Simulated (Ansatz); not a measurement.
The Ge1–Br3 bond of BrFGe (SMILES [F][Ge][Br]) is stretched (multiplicity 1, the rest rigid).
Geometry at rest (charge 0, multiplicity 1):
```xyz
3

Ge     0.54013    -0.45604     0.81246
F      1.49052    -1.32798    -0.38783
Br    -0.87711     0.75843    -0.64309
```

Frozen-core correlation. Filled d and f shells under p-block atoms count as core.

Run with Ansatz (Gaussian orbitals). Values without a source in brackets are computed.

Energies above the point at 2.367 Å (the B3LYP-D3(BJ) bond length), FIC-MRCISD+Q on CASSCF(6,4)/cc-pVTZ (kcal/mol): 8.78 at 2.130 Å; 5.69 at 2.604 Å; 83.29 at 7.574 Å.

Take the last value as the depth D of a Morse curve D(1 − e^(−a(R − R₀)))², fit a and R₀ to the two near points, and test it at 3.195 and 4.142 Å.


With D = 83.3, both near points (counted from the curve's value at 2.367 Å) are met by a = 1.24 Å⁻¹ and R₀ = 2.358 Å, so k = 2Da² = 254 kcal/(mol Å²). The curve then gives 34.6 and 65.9 kcal/mol; the level itself gives 36.4 and 72.9, so Morse is off by -1.8 and -7.0.

Doubts at one or more of the structures used: active orbitals that take no part (FIC-MRCISD+Q on CASSCF(6,4)/cc-pVTZ).

Ansatz is a first-principles code.
